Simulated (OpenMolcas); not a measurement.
# Ru²⁺: the spin-orbit constant, worked from levels

| Item | Value |
| --- | --- |
| Program | OpenMolcas |
| Basis | ANO-R3 [8s6p5d3f2g1h] |
| Scalar Hamiltonian | X2C, finite nucleus |
| Active space | 6 electrons in 5 orbitals (4d) |
| State averaging | 2S+1 = 5 even, 5 roots; 2S+1 = 3 even, 45 roots; 2S+1 = 1 even, 50 roots |
| Spin-orbit coupling | RASSI with atomic mean-field integrals over the reference wave functions, term energies averaged over their components |

Methods: CASSCF; MS-CASPT2, IPEA 0.25 Eh, imaginary shift 0.1 Eh (closed shells correlated: 4s 4p). Measured levels: Moore, Atomic Energy Levels, vol. III, NSRDS-NBS 35 (1971 reprint of NBS Circular 467, 1958).

**The spin-orbit constant.** For the Hund term ⁵D of d6, E(J) = (A/2) J(J+1) + constant and ζ = -2S·A = -4A. From J = 0 to J = 4 the energy changes by 10 A.

```json
{"Source": "CASSCF", "E(4) - E(0)": "-2561.5", "A": "-256.1", "ζ": "1025"}
{"Source": "MS-CASPT2", "E(4) - E(0)": "-2537.6", "A": "-253.8", "ζ": "1015"}
{"Source": "measured", "E(4) - E(0)": "-2476.0", "A": "-247.6", "ζ": "990"}
```

All in cm-1. MS-CASPT2 is off by +2.5 % and CASSCF by +3.5 %. Both methods take the spin-orbit matrix elements from the reference wave functions, so the second can move ζ only through the term energies and any multistate remixing. Second-order mixing with other terms is absorbed into this ζ.

CASPT2 breaks the degeneracy within a term, and the mean is taken; among the terms shown or strongly mixed into the levels shown the widest spread is 22 cm-1 (4d⁶ ⁵D, MS-CASPT2). Levels of configurations with an s electron are missing; early in the row they begin among the upper levels of the d shell and mix with terms of their name. Without dynamic correlation excited terms often stand tens of per cent too high (terms of higher spin than the ground term too low), and those without a measured partner can miss by more than the paired ones (holds for CASSCF). Measured partners are found by configuration, term and J. A level has none where our copy of the source lacks it or the pairing is in doubt (some pairs that miss far off the trend of their configuration count as doubtful), and it then counts in no deviation. Only configurations of the active space appear.
